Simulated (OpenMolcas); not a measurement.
## Tc VI: effect of the active space

| Quantity | Value |
| --- | --- |
| Program | OpenMolcas 26.06 |
| Method | CASSCF or its RAS form |
| Basis | ANO-RCC-VQZP |
| Scalar Hamiltonian | DKH2, point nucleus |
| Spin-orbit coupling | RASSI with atomic mean-field integrals over the reference wave functions, term energies averaged over their components |

A. 2 electrons in 5 orbitals (4d); 2S+1 = 3 even, 10 roots; 2S+1 = 1 even, 15 roots; cost roughly 13 core-seconds
B. 8 electrons in 8 orbitals (RAS1 4p, at most 2 holes; RAS2 4d); 2S+1 = 3 even, 10 roots; 2S+1 = 1 even, 15 roots; cost of the order of 30 core-seconds
C. 2 electrons in 10 orbitals (4d 5d); 2S+1 = 3 even, 10 roots; 2S+1 = 1 even, 15 roots; cost roughly 30 core-seconds

Energies in cm-1 above 4d2 3F2.

```
  Level      A      B      C
4d2 3F2    0.0    0.0    0.0
4d2 3F3   1949   2072   1960
4d2 3F4   4190   4420   4207
4d2 1D2  14496  13625  14359
4d2 3P0  15535  14809  15420
4d2 3P1  16340  15686  16219
4d2 3P2  18417  17808  18284
4d2 1G4  21942  22586  21725
4d2 1S0  51146  46213  50235
```

Among A to C the level of the table that moves most is 4d2 1S0, by 4900 cm-1 (lowest in B, highest in A).

Without dynamic correlation excited terms often stand tens of per cent too high (terms of higher spin than the ground term too low), and those without a measured partner can miss by more than the paired ones. Active for correlation alone: 4p; no level in the range computed is led by a configuration that opens it, so any true level of that kind is missing (holds for B). Active for correlation alone: 5d; no level in the range computed is led by a configuration that fills it, so any true level of that kind is missing (holds for C). Only configurations of the active space appear.
